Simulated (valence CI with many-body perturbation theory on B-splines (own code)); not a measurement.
Results of a calculation; reference values are marked as such.
Pb11+: what each term of the Hamiltonian does

Level of theory: relativistic CI+MBPT: three valence electrons over a frozen Dirac-Fock core [Xe] 4f14, radial functions for each j: 9 s, 9 p, 10 d, 8 f, 5 g, 3 h, 1 i, with the one-electron correlation potential Σ1, the two-electron term Σ2, the three-electron term Σ3, Breit, model QED; selected CI, second order for the rest, scaled by the run's own slope (own B-spline code, finite nucleus).

No measured levels were compared; by estimate terms of the open shell hold to 2 to 4 % of their energy, and close levels can change places. Core correlation moves these levels by up to 11000 cm⁻¹, and in measured spectra 5 to 20 % of such shifts remained as error; rates that hang on mixing are uncertain with them. The list stops below the first excitations out of the core. Only levels of the ground parity were solved; by the run's estimate the other parity begins above the list, which can be wrong where configurations are misplaced.

Each rung adds one term. CI alone is the Dirac-Coulomb CI over the frozen core; QED comes last and gives the full result, which names the levels. Energies are above (5d3/2^3) J=3/2 on the same rung, in eV.

Levels are named by their leading jj configuration (3d3/2^4 stands for four electrons in 3d with j = 3/2), which in mixed levels can hold well under half, so a name can repeat and another be missing. Letters in brackets count levels of one name in rising energy.

```
                    Level  CI alone    + Σ1    + Σ2    + Σ3  + Breit    Full
(5d3/2^2 5d5/2) J=5/2 [a]     2.483   2.589   2.612   2.619    2.558   2.568
    (5d3/2^2 5d5/2) J=3/2     3.697   3.792   3.793   3.811    3.759   3.768
    (5d3/2^2 5d5/2) J=7/2     3.805   3.933   3.917   3.918    3.844   3.855
    (5d3/2^2 5d5/2) J=9/2     4.278   4.398   4.307   4.306    4.238   4.247
    (5d3/2^2 5d5/2) J=1/2     4.347   4.453   4.433   4.451    4.393   4.402
(5d3/2^2 5d5/2) J=5/2 [b]     6.671   6.832   6.831   6.825    6.738   6.752
(5d3/2 5d5/2^2) J=7/2 [a]     6.673   6.880   6.889   6.880    6.764   6.781
    (5d3/2 5d5/2^2) J=9/2     7.111   7.334   7.293   7.301    7.173   7.192
(5d3/2 5d5/2^2) J=3/2 [a]     7.782   8.001   8.104   8.088    7.970   7.989
    (5d3/2 5d5/2^2) J=1/2     8.100   8.324   8.413   8.440    8.318   8.338
   (5d3/2 5d5/2^2) J=11/2     8.776   9.008   8.839   8.840    8.708   8.728
(5d3/2 5d5/2^2) J=5/2 [a]     9.242   9.461   9.397   9.353    9.242   9.260
(5d3/2 5d5/2^2) J=5/2 [b]     9.649   9.862   9.820   9.801    9.682   9.701
(5d3/2 5d5/2^2) J=7/2 [b]    10.202  10.428  10.286  10.271   10.148  10.167
          (5d5/2^3) J=9/2    10.958  11.293  11.326  11.315   11.128  11.157
          (5d5/2^3) J=3/2    11.264  11.564  11.807  11.815   11.654  11.680
(5d3/2 5d5/2^2) J=3/2 [b]    14.128  14.410  14.407  14.355   14.209  14.232
          (5d5/2^3) J=5/2    14.858  15.183  15.365  15.322   15.149  15.176
       (5d3/2^2 6s) J=3/2    44.059  44.425  45.203  45.251   45.256  45.378
```

Task: How does the ionisation energy move along the ladder, and which term matters most?

Result: CI alone 200.92, + Σ1 202.81, + Σ2 203.77, + Σ3 203.77, + Breit 203.69, + QED 203.71 eV. The largest step is Σ1, 1.89 eV. NIST lists 203 ± 2.5 eV (theoretical).
